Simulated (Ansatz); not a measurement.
Br3In, singlet, geometry from GFN2-xTB (such geometries of metal compounds can be far from the true shape) (all electrons, no relativity). Base run: PBE/3-21G in Ansatz (a quantum-chemistry and plane-wave program).

Geometry (Å):
```xyz
4

In     0.0000     0.0000     0.0000
Br    -1.9888    -1.4884    -0.1943
Br     0.0065     2.2237    -1.1241
Br     1.9824    -0.7353     1.3184
```
Charge 0, spin multiplicity 1.
All else is at Ansatz's defaults.

Variants of this job, named by their change:

```tsv
change	basis functions	E (Eh)
base	102	-13401.36103
basis = STO-3G	81	-13321.15786
basis = def2-SVP	122	-7910.66724
basis = def2-SV(P)	122	-7910.66724
basis = def2-SVPD	?	?
basis = def2-TZVP	194	-7911.61462
basis = def2-TZVPP	194	-7911.61462
basis = def2-TZVPD	?	?
basis = def2-QZVP	307	-7911.78191
```

Q: Some entries are withheld; supply them.

A: 
- basis = def2-SVPD, basis functions: 155
- basis = def2-SVPD, E (Eh): -7910.67779
- basis = def2-TZVPD, basis functions: 227
- basis = def2-TZVPD, E (Eh): -7911.61559

Totals compare only among sets that treat the same electrons; sets with core potentials leave the core out.
